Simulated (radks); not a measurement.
Task: These are the eigenvalues of the occupied orbitals of an atom or ion with whole-number occupations (eV). Method: scalar-relativistic Kohn-Sham, PBE, spin-polarised, spherical densities, finite nucleus; Fermi nuclear charge, rms radius of each element as measured or else 0.836 A^(1/3) + 0.57 fm; computed with a radial shooting solver on a logarithmic mesh with Libxc functionals.

orbital  eigenvalue
1s down   -55536.23
1s up     -55536.23
2s up     -9331.323
2s down   -9331.271
2p up     -8273.154
2p down   -8273.117
3s up     -2125.293
3s down   -2123.014
3p up     -1801.847
3p down   -1799.574
3d up     -1390.899
3d down   -1389.164
4s up     -462.1387
4s down   -457.2863
4p up     -355.3450
4p down   -350.5707
4d up     -210.9601
4d down   -206.2754
5s up      -93.4845
5s down    -91.2878
5p up      -66.4716
5p down    -64.8300
4f up      -52.6927
4f down    -48.4022
6f up       -8.3646

Which element is it, and in what charge state? The configuration may be excited. Open shells, if any, are filled with parallel spins first.

Result: Z = 67, holmium, charge +3: Ho3+ in [Xe] 4f9 6f1. The list shows which subshells hold electrons but not how many an open one holds; the 1s level, -2040.9 hartree, gives Z - s = 63.9 by -(Z - s)^2/2, which with screening and relativity narrows Z to a few neighbours, and the depths of the outer levels then fix element, charge and occupations together.
